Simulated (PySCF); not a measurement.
Computed shifts of a molecule C2H6ClNSi2, PBE/pcSseg-1 run with PySCF, GIAO, gas phase, atoms alike by connectivity averaged where their shifts nearly agree, in ppm (number of nuclei): ¹⁵N: 310.0 (1). ¹³C: 117.6 (1), 10.4 (1). ²⁹Si: 10.1 (1), -106.3 (1). ¹H: 5.93 (1), 4.07 (3), 2.56 (1), 2.21 (1). References: ¹⁵N against NH3 (σ = 267.0 ppm); ¹³C against TMS (σ = 182.0 ppm); ²⁹Si against TMS (σ = 335.4 ppm); ³⁵Cl against HCl (σ = 936.5 ppm); ¹H against TMS (σ = 31.49 ppm), references at their B3LYP-D3(BJ)/def2-TZVP geometries, non-relativistic (without spin–orbit terms, shifts of atoms bonded to Cl or Br come out too high). Geometry optimised at r2SCAN-D4/def2-SVP. One conformer was computed; it need not be the lowest.

Q: Which molecule gave these data?
A. N[SiH2]C#C[SiH2]Cl
B. [SiH3][C@H]1N=C[Si@H]1Cl
C. [SiH3][Si@@]1(Cl)C=NC1
D. N#CC[Si@H]([SiH3])Cl

A: D, N#CC[Si@H]([SiH3])Cl
